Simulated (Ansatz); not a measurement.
Abridged output of a molecular run in Ansatz:

```
Functional definition: HF
1081 factors; integrals over basis functions are off by at most 8.3e-4 eV
mean field evaluation 1: about -79115.5654 eV, gradient 9.5e0 eV
mean field evaluation 2: about -79115.5741 eV, gradient 9.5e0 eV
mean field evaluation 4: about -79116.5919 eV, gradient 2.7e0 eV
mean field evaluation 8: about -79116.6926 eV, gradient 3.2e-1 eV
mean field -79116.69686324 eV, -2907.4849825009 hartree, gradient 2.8e-6 eV, S^2 0.779424; 0 other end points of the search recorded, 0 dependent functions left out
14 core orbitals not correlated: weight in the atoms' cores, before any rotation towards them, 1.000 or more for the frozen orbitals, at most 0.000 for the correlated occupied ones
reference -79116.69686324 eV, -2907.4849825009 hartree; 20, 19 occupied and 109, 110 virtual orbitals, 1081 factors
second order -24.86521633 eV of doubles, -0.00000000 eV of singles
cycle   1  -23.77988447 eV  change     1.1e0 eV  update   1.1e-1
cycle   2  -24.39400489 eV  change   -6.1e-1 eV  update   3.2e-2
cycle   3  -24.49639167 eV  change   -1.0e-1 eV  update   2.1e-2
cycle   4  -24.47660802 eV  change    2.0e-2 eV  update   9.1e-3
cycle   5  -24.48193772 eV  change   -5.3e-3 eV  update   5.0e-3
cycle   6  -24.48464194 eV  change   -2.7e-3 eV  update   1.4e-3
cycle   7  -24.48396716 eV  change    6.7e-4 eV  update   5.6e-4
cycle   8  -24.48399566 eV  change   -2.8e-5 eV  update   2.5e-4
cycle   9  -24.48404079 eV  change   -4.5e-5 eV  update   1.1e-4
cycle  10  -24.48392801 eV  change    1.1e-4 eV  update   5.2e-5
cycle  11  -24.48399320 eV  change   -6.5e-5 eV  update   3.0e-5
cycle  12  -24.48398876 eV  change    4.4e-6 eV  update   1.3e-5
perturbative correction -0.75831354 eV, -0.0278675085 hartree
Total energy: -79141.93916554 eV, -2908.4126200006 hartree
Checks for a lower state left out: cluster_reference
```

Its atoms:

Cartesian coordinates in Å:
```
Br -1.315 1.210 0.101
C -0.073 -0.124 -0.191
I 1.851 0.027 0.470
H -0.463 -1.114 -0.380
```

(1) Which basis set was used?
A. def2-TZVPP
B. def2-TZVPPD
C. def2-QZVPP
D. def2-SVP

(2) Write the keys of the input that set method, charge and spin (a neutral closed shell needs none for the last two).

Answers

(1) A. It gives 143 functions.

(2) 
```yaml
magnetization: {spin_polarized: true, initial_magnetization: 1}
correlation: {method: ccsd_t}
scf: {omitted_lower_state_checks: [cluster_reference]}
```
